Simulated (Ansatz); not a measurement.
`NB(Cl)O[SiH3]` and `NB(O)O[SiH3]` differ in one atom or group.

Ansatz, PBE0-D4/def2-TZVP geometries, multiplicity 1. Each molecule was computed in one conformer, which needn't be the lowest.

```tsv
property	`NB(Cl)O[SiH3]`
HOMO–LUMO gap (B3LYP/def2-TZVPP) / eV	7.72
ideal-gas entropy at 298 K and 1 bar (rigid rotor, harmonic PBE0-D4/def2-TZVP) / J/(mol·K)	361
HOMO energy (B3LYP/def2-TZVPP) / eV	-7.94
HOMO–LUMO gap (PBE/def2-TZVPP) / eV	5.93
LUMO energy (B3LYP/def2-TZVPP) / eV	-0.21
HOMO–LUMO gap (PBE0/def2-TZVPP) / eV	8.22
```

**Question.** What does the change do to each property? (Best estimate.)

**Answer.** The calculation gave: 
```tsv
property	`NB(O)O[SiH3]`	shift
HOMO–LUMO gap (B3LYP/def2-TZVPP) / eV	7.47	-0.25
ideal-gas entropy at 298 K and 1 bar (rigid rotor, harmonic PBE0-D4/def2-TZVP) / J/(mol·K)	348	-13
HOMO energy (B3LYP/def2-TZVPP) / eV	-7.51	0.43
HOMO–LUMO gap (PBE/def2-TZVPP) / eV	5.74	-0.19
LUMO energy (B3LYP/def2-TZVPP) / eV	-0.03	0.18
HOMO–LUMO gap (PBE0/def2-TZVPP) / eV	8.04	-0.18
```

With PBE0 the HOMO rises by 0.45 eV and the LUMO rises by 0.27 eV, so the gap narrows by about 0.18 eV. PBE moves the HOMO by 0.48 eV and ωB97M-V by 0.40 eV. The zero-point energy changes by 35.5 kJ/mol with +3 modes. Modes under 60 cm⁻¹, often nearly free rotors, make the harmonic entropy too high.

B3LYP here is the variant with VWN-RPA as its local correlation; programs differ in this.
